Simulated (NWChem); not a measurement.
Molecule: TiOClF; SMILES [O]=[Ti]([F])[Cl]

Task: Give the equilibrium geometry at PBE0/def2-SVP (NWChem) as a list of bonds and angles, with the point group.

Result: point group C1; any orientation.
Bonds (Å): Ti1–O2 1.575, Ti1–F3 1.762, Ti1–Cl4 2.228. Angles (°): O2–Ti1–F3 113.2, O2–Ti1–Cl4 116.8, F3–Ti1–Cl4 127.5.
